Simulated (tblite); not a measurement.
Start geometry of `[H]/[C]=C\C(F)=C(/F)CF` [radical] from a force field or distance geometry (Å):
```
atom  x, y, z in Å
C1    -2.6946    0.5493    0.6894
C2    -1.7695   -0.1484    0.1213
C3    -0.3690    0.2330    0.1871
F4    -0.0833    1.3829    0.8443
C5     0.6151   -0.4563   -0.3826
F6     0.3126   -1.5870   -1.0764
C7     2.0473   -0.0333   -0.3332
F8     2.8099   -1.0039    0.2557
H9    -3.4613    1.1317    1.1544
H10   -2.0286   -1.0693   -0.3878
H11    2.4287    0.1202   -1.3427
H12    2.1939    0.8803    0.2443
```

Problem. What comes out of this run: GFN2-xTB geometry optimisation, gas phase in tblite 0.8.0?

Solution. 
```
atom  x, y, z in Å
C1    -2.8288    0.3981    0.6997
C2    -1.8432   -0.1915    0.0927
C3    -0.4336    0.1959    0.1847
F4    -0.1568    1.2484    0.9738
C5     0.5847   -0.3905   -0.4569
F6     0.3229   -1.4299   -1.2758
C7     2.0316   -0.0214   -0.3462
F8     2.6440   -0.7440    0.6527
H9    -3.0150    1.2115    1.3596
H10   -2.0039   -1.0521   -0.5474
H11    2.5559   -0.2604   -1.2771
H12    2.1435    1.0352   -0.0858
```

The energy falls by 0.211 eV over 83 L-BFGS steps, the largest force on an atom goes from 1.15 to 0.008 eV/Å, and the atoms move by 0.288 Å rms after alignment. Among the bonds, C2–C3, C3–F4 and C5–F6 change most and about equally (-0.012 to +0.012 Å). Bonds longer at the end by more than 0.005 Å: 4 of 11; shorter: 3. Among the angles that change most is C2–C1–H9, from 179.6° to 140.3°. Among the dihedrals that turn most is C3–C5–C7–H11, from -120° to -151°. Rotational constants go from 3966, 1271, 1013 to 3664, 1318, 1041 MHz. The orientation of the end geometry is arbitrary; only internal coordinates are fixed.

Its GFN2-xTB frequencies are all real (lowest 41 cm⁻¹). 3 starts were optimised and ended at 0.00, 0.23 and 0.98 kcal/mol (GFN2-xTB); the lowest of these is shown.

One conformer stands for the species.

All values are computed, not measured.
